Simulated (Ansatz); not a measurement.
`C[CH2][SbH][SiH3]` + NH₃ → `[NH2][SbH][SiH3]` + `CC` at 400 K and 1 bar (ligand exchange at the Sb–C bond).

Program: Ansatz. Geometries: PBE0-D4/def2-TZVP. ΔE: electronic, gas phase. CCSD(T)/CBS adds triple-zeta CCSD(T) − MP2 to the extrapolated MP2 energy (def2 sets, frozen cores). This one scheme is used for every species. Elements past krypton have def2 core potentials. For Sb outer-core shells are correlated without core-valence functions, which leaves a few kJ/mol of doubt a bond. Each species was taken in one conformer, which may not be the lowest.

```
            species  CCSD(T)/CBS energy (Eh)  H − E (kJ/mol)  S (J/(mol·K))
`C[CH2][SbH][SiH3]`               -610.60798           291.4          421.0
                NH₃                -56.50880           104.2          203.1
 `[NH2][SbH][SiH3]`               -587.39549           180.8          375.7
               `CC`                -79.71954           213.5          244.3
```

H − E and S are ideal-gas, rigid-rotor, harmonic terms from PBE0-D4/def2-TZVP, for one conformer and one mirror image of each species. 1 Eh = 2625.50 kJ/mol, R = 8.31446 J/(mol·K).

Task: By hand: ΔE, ΔH, ΔS and ΔG.

Result: ΔE = (-587.39549) + (-79.71954) − (-610.60798) − (-56.50880) = 0.00175 Eh = 4.6 kJ/mol. Δ(H − E) = 180.8 + 213.5 − 291.4 − 104.2 = -1.3, so ΔH = 3.3 kJ/mol. ΔS = 375.7 + 244.3 − 421.0 − 203.1 = -4.1 J/(mol·K). ΔG = 3.3 − 400 × (-4.1)/1000 = 4.9 kJ/mol.

Task: By hand: the equilibrium constant, and the temperature at which ΔG would vanish if ΔH and ΔS stayed fixed.

Result: log₁₀ K = −ΔG/(RT ln 10) = -0.6. ΔH and −TΔS have one sign here, so there is no such temperature. One of them is within its doubt of zero, so this could turn.

TΔS isn't small against ΔH here. The sign of ΔG lies within the doubt. A doubt of 5 kJ/mol in ΔE shifts log₁₀ K by 0.7 here. Other conformers and mirror images would add mixing entropy, several J/(mol·K) or more a flexible species. Modes under 60 cm⁻¹, often nearly free rotors, make the harmonic entropy too high. These are equilibria of isolated gas molecules and say nothing of rates. Largest T1 diagnostic: 0.014 (customary marks: 0.02 for closed shells, 0.045 for open ones).
